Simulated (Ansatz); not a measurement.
C$_{2}$H$_{6}$OSi, SMILES `CC(=O)[SiH3]`, 10 atoms. Charge 0, multiplicity 1. All runs use 2 threads of an Intel Xeon 6975P-C on a shared host. Correlated methods freeze the cores.

(1) How many basis functions does each run have, and how long does it take in Ansatz? RKS PBE0-D4/def2-QZVPP energy; direct RPA on PBE orbitals/def2-TZVPP energy; RKS PBE0-D4/def2-TZVP relaxation (7 steps); RKS PBE0-D4/def2-TZVP frequencies; RKS CAM-B3LYP-D4/def2-TZVPP energy; RKS B2PLYP (frozen core)/def2-TZVPP energy; RKS ωB97M-V/def2-QZVPP energy; RHF-CCSD(T)/def2-SVP energy; RHF-MP2/def2-QZVPP energy; RKS ωB97M-V/def2-SVP energy; RKS r2SCANh-D4/def2-TZVPP energy; RHF-CCSD(T)/def2-TZVPP energy. (Best estimate.)

## Answers

(1) Computed: Other jobs shared the machine, so times are rough.

```csv
level,job,functions,wall time,peak host memory (GiB)
RHF-CCSD(T)/def2-SVP,energy,90,2 s,0.32
RKS CAM-B3LYP-D4/def2-TZVPP,energy,219,2.1 s,0.5
RKS ωB97M-V/def2-SVP,energy,90,2.1 s,0.26
RKS r2SCANh-D4/def2-TZVPP,energy,219,2.8 s,0.46
direct RPA on PBE orbitals/def2-TZVPP,energy,219,3.1 s,0.45
RKS B2PLYP (frozen core)/def2-TZVPP,energy,219,3.4 s,0.49
RKS PBE0-D4/def2-QZVPP,energy,421,5.5 s,1.1
RKS ωB97M-V/def2-QZVPP,energy,421,11 s,1.4
RKS PBE0-D4/def2-TZVP,relaxation (7 steps),166,14 s,0.36
RHF-MP2/def2-QZVPP,energy,421,15 s,2.1
RHF-CCSD(T)/def2-TZVPP,energy,219,30 s,3.6
RKS PBE0-D4/def2-TZVP,frequencies,166,74 s,0.4
```
